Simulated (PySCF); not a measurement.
# Correlation energy of As²⁺ (arsenic, charge +2)

[Ar] 3d10 4s2 4p1, 2P determinant. Calculation: PySCF 2.14, in x2c-SVPall (5s4p3d, 32 functions); scalar relativity by spin-free X2C-1e. Frozen: [Ar] 3d10; 3 electrons correlated.

MP2 pair energies summed by pair of shells (mhartree):

```
 pair  energy  share (%)
4s-4s  -19.98       58.4
4s-4p  -14.21       41.6
```

Total MP2 correlation energy: -34.19 mhartree.

Same-spin part -2.14 and opposite-spin part -32.05 mhartree; SCS-MP2 scales them by 1/3 and 6/5 to -39.18 mhartree.

```json
{"level": "CCSD", "correlation energy (mhartree)": "-49.63"}
{"level": "(T)", "correlation energy (mhartree)": "-0.45"}
{"level": "CCSD(T)", "correlation energy (mhartree)": "-50.08"}
```

Diagnostics: T1 = 0.0080, D1 = 0.0192, largest double amplitude 0.097.

Problem. Is a single reference adequate?

Solution. Mostly. T1 lies below 0.03, but a double amplitude of this size points to a near-degeneracy that CCSD handles and MP2 describes poorly.
